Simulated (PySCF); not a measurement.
## Electron correlation in As⁺ (arsenic, charge +1)

[Ar] 3d10 4s1 4p3, high-spin 5S determinant (an excited configuration). Calculation: PySCF 2.14, in aug-cc-pVDZ-PP with ECP10MDF; scalar relativity through the core potential. Frozen: 3s2 3p6 3d10; 4 electrons correlated.

```csv
level,correlation energy (mhartree)
CCSD,-19.73
(T),-0.07
CCSD(T),-19.80
CCSDT,-19.82
FCI,-19.83
```

Diagnostics: T1 = 0.0021, D1 = 0.0030, largest double amplitude 0.035, weight of the Hartree-Fock determinant in FCI 0.9859 (8855 determinants).

Cost of the coupled-cluster step: roughly 0.12 core-seconds, for 4 correlated electrons.

Iterations:

```
CC2 = 0
CCSD nocc = (np.int64(4), np.int64(0)), nmo = (23, 23)
frozen orbitals [[0, 1, 2, 3, 4, 5, 6, 7, 8], [0, 1, 2, 3, 4, 5, 6, 7, 8]]
max_cycle = 100
direct = 0
conv_tol = 1e-08
conv_tol_normt = 1e-06
diis_space = 8
diis_start_cycle = 0
Init t2, MP2 energy = -0.0145826491281272
Init E_corr(UCCSD) = -0.0145826491291479
cycle = 1  E_corr(UCCSD) = -0.0183921481586663  dE = -0.00380949903  norm(t1,t2) = 0.0234949
cycle = 2  E_corr(UCCSD) = -0.0193803799475434  dE = -0.000988231789  norm(t1,t2) = 0.00643125
cycle = 3  E_corr(UCCSD) = -0.0197388572160777  dE = -0.000358477269  norm(t1,t2) = 0.00181297
cycle = 4  E_corr(UCCSD) = -0.01973436119889  dE = 4.49601719e-06  norm(t1,t2) = 0.000114525
cycle = 5  E_corr(UCCSD) = -0.0197346690344999  dE = -3.0783561e-07  norm(t1,t2) = 7.60333e-06
cycle = 6  E_corr(UCCSD) = -0.0197346245783891  dE = 4.44561108e-08  norm(t1,t2) = 7.72972e-07
cycle = 7  E_corr(UCCSD) = -0.0197346382855179  dE = -1.37071288e-08  norm(t1,t2) = 8.68868e-08
cycle = 8  E_corr(UCCSD) = -0.0197346365855799  dE = 1.69993802e-09  norm(t1,t2) = 1.46408e-08
UCCSD converged
E(UCCSD) = -330.6918094863645  E_corr = -0.01973463658557986
UCCSD(T) correction = -6.50698073386177e-05
```
